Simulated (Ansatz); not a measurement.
Geometry optimisation, UKS PBE/def2-SVP in Ansatz.

Input file:

```yaml
crystal:
  periodic: [false, false, false]
  atoms:
    - { symbol: Ge, position_ang: [-0.011099, -0.006506, -0.066091] }
    - { symbol: Cl, position_ang: [-0.019824, -0.023773, 2.143463] }
    - { symbol: O, position_ang: [1.63974, 0.014125, -0.698467] }
    - { symbol: H, position_ang: [1.985462, -0.901618, -0.712319] }
    - { symbol: O, position_ang: [-0.800644, 1.456199, -0.672995] }
    - { symbol: H, position_ang: [-1.742526, 1.255593, -0.841249] }
    - { symbol: O, position_ang: [-0.872889, -1.485384, -0.566687] }
    - { symbol: H, position_ang: [-1.257382, -1.934693, 0.211849] }
    - { symbol: Cl, position_ang: [-0.013438, -0.022442, 5.379396] }
magnetization:
  spin_polarized: true
  initial_magnetization: 1
basis:
  gaussian: { orbitals: def2-SVP }
hamiltonian:
  xc: pbe
relax:
  f_tol: 0.03
  max_steps: 50
```

Run as:

```bash
$ ansatz run input.yaml --threads 4 --pin off --max-ram 5120MiB --backend cpu --events-out ev --progress --plain --runs-dir out
```

Q: Where does it end, and by what steps?

A: It converged. After 37 steps the energy has fallen by 0.679 eV; Cl9 moved furthest, 3.42 Å.

```
step  energy less start (eV)  largest force component (eV/Å)  accepted
   0                  0.0000                           0.321       yes
   2                 -0.0410                           0.581       yes
   4                 -0.0765                           0.190       yes
   6                 -0.0815                           0.263       yes
   8                 -0.1421                           0.062       yes
  10                 -0.1844                           0.269       yes
  12                 -0.2189                           0.228       yes
  14                 -0.2471                           0.212       yes
  16                 -0.2667                           0.476       yes
  18                 -0.3052                           1.237       yes
  20                 -0.4289                           0.911       yes
  22                 -0.5372                           0.410       yes
  24                 -0.5748                           0.197       yes
  26                 -0.5830                           0.128       yes
  28                 -0.6001                           0.240       yes
  30                 -0.6346                           0.135       yes
  32                 -0.6704                           0.220       yes
  34                 -0.6758                           0.056       yes
  36                 -0.6784                           0.054       yes
  37                 -0.6786                           0.008       yes
```

```xyz
9
Properties=species:S:1:pos:R:3
Ge 0.231 -0.108 0.185
Cl 0.808 -0.525 2.341
O 1.686 -0.212 -0.802
H 1.780 -1.119 -1.155
O -0.306 1.569 0.140
H -0.982 1.664 0.848
O -0.869 -1.413 -0.283
H -1.580 -1.443 0.396
Cl -1.860 -0.062 2.506
```

Whether the end is a true minimum wasn't checked by a vibrational analysis.

Run time: 2.2 min on 4 threads of Arm Neoverse V2 (shared host), peak memory 0.33 GiB.
